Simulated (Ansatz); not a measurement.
Coupled-cluster diagnostics for Te₄Pt, Ansatz.

Geometry of the singlet (B3LYP-D4/def2-SVP):

```tsv
atom	x (Å)	y (Å)	z (Å)
Pt1	-0.0252	-0.2653	-1.1231
Te2	1.7471	0.6078	0.5792
Te3	-1.7148	-0.2669	0.8633
Te4	-0.6170	2.2215	-0.6793
Te5	0.6099	-2.2971	0.3600
```

In the def2 sets Pt, Te take a core potential; there is no spin–orbit coupling. Correlated methods freeze 16 core orbitals; core or outer-core shells of Pt, Te are correlated, in sets that lack core-valence functions. Another isomer (singlet) lies 0.48 eV lower at PBE0-D4/def2-TZVP; other spin states weren't run for this one.

Task: Estimate the CCSD(T) correlation energy, the shares of MP2 and (T), T1 and the reference's ⟨S²⟩ for: charge 0, singlet, own geometry in def2-SVP; and the rough time on 4 threads of Arm Neoverse V1 on a shared host.

Result: 
```json
{"state": "charge 0, singlet, own geometry", "basis": "def2-SVP", "correlation (eV)": "-25.435", "MP2 share (%)": "101.3", "(T) share (%)": "5.9", "T1": "0.022", "⟨S²⟩ (pure)": "0.00 (0.00)", "wall time": "1.7 min", "remarks": "restricted SCF unstable"}
```
Customary marks for T1 are 0.02 (closed shells), 0.045 (open shells) and about 0.05 (3d metals). T1 exceeds 0.02 in 1 of 1 rows and 0.045 in 0; the higher it lies, the less the single-reference result can be trusted.
